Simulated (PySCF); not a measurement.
Species: C7H11BO2.
Numbering: `[CH2:1]=[CH:2]/[CH:3]=[CH:4]\[B:5]1[O:6][CH2:7][CH2:8][CH2:9][O:10]1` (hydrogens: H11, H12 on C1; H13 on C2; H14 on C3; H15 on C4; H16, H17 on C7; H18, H19 on C8; H20, H21 on C9)

Computed with PySCF at PBE0/pcSseg-1, non-relativistic, on one gas-phase PBE0-D3(BJ)/def2-SVP geometry that isn't relaxed in the solvent. The solvent is an IEF-PCM continuum (Bondi radii, 1.10 Å for H, scaled by 1.2). Specific hydrogen bonds and non-electrostatic terms are outside this model.

Gas phase at PBE0/pcSseg-1: HOMO -6.55 eV, LUMO -1.14 eV, dipole 2.72 D.

**Question.** What does the continuum do to the energy, the frontier levels and the dipole at PBE0/pcSseg-1 in benzene and acetone?

**Answer.** 
```tsv
solvent	ε	E(solvent) − E(gas) (kcal/mol)	polarisation term (kcal/mol)	distortion of the solute (kcal/mol)	HOMO (eV)	LUMO (eV)	dipole (D)
benzene	2.271	-2.36	-2.51	0.15	-6.65	-1.23	2.99
acetone	20.49	-5.16	-5.93	0.77	-6.80	-1.36	3.23
```

The first energy column is the sum of the next two and covers electrostatics alone. From benzene to acetone the lowering changes by a factor 2.19, Onsager's factor (ε − 1)/(2ε + 1) by 2.02 and ε itself by 9.0.

**Question.** Which radius a makes the point-dipole formula ΔE = −[(ε − 1)/(2ε + 1)]·μ²/a³ give the value in acetone, with the gas-phase dipole?

**Answer.** μ = 1.072 au and |ΔE| = 0.00823 Eh give a = 2.13 Å; the farthest nucleus lies 4.79 Å from the centroid of the nuclei, so such a sphere wouldn't even hold the nuclei. The formula assumes a rigid point dipole at the centre of a sphere.

**Question.** Which Mulliken charges (PBE0/pcSseg-1) respond most in acetone (means over atoms taken as equivalent)?

**Answer.** 
| atoms | environment | gas (e) | solvent (e) | change |
| --- | --- | --- | --- | --- |
| C2 | alkene CH carbon | -0.200 | -0.230 | -0.030 |
| H12 | vinylic hydrogen | +0.116 | +0.134 | +0.018 |
| O6/O10 | boron-bound oxygen | -0.519 | -0.536 | -0.017 |
| H14 | vinylic hydrogen | +0.098 | +0.115 | +0.017 |
| H11 | vinylic hydrogen | +0.120 | +0.136 | +0.016 |
| C4 | alkene CH carbon | -0.318 | -0.334 | -0.016 |

**Question.** How do the nuclear quadrupole coupling constants eQVzz/h respond in acetone?

**Answer.** 
```json
{"nucleus": "11B at B5", "Q (barn)": "0.04059", "gas (MHz)": "3.01", "solvent (MHz)": "3.00", "η gas": "0.57", "η solvent": "0.53"}
{"nucleus": "17O at O6", "Q (barn)": "-0.0256", "gas (MHz)": "-9.62", "solvent (MHz)": "-9.31", "η gas": "0.12", "η solvent": "0.11"}
{"nucleus": "17O at O10", "Q (barn)": "-0.0256", "gas (MHz)": "-9.50", "solvent (MHz)": "-9.17", "η gas": "0.08", "η solvent": "0.07"}
```
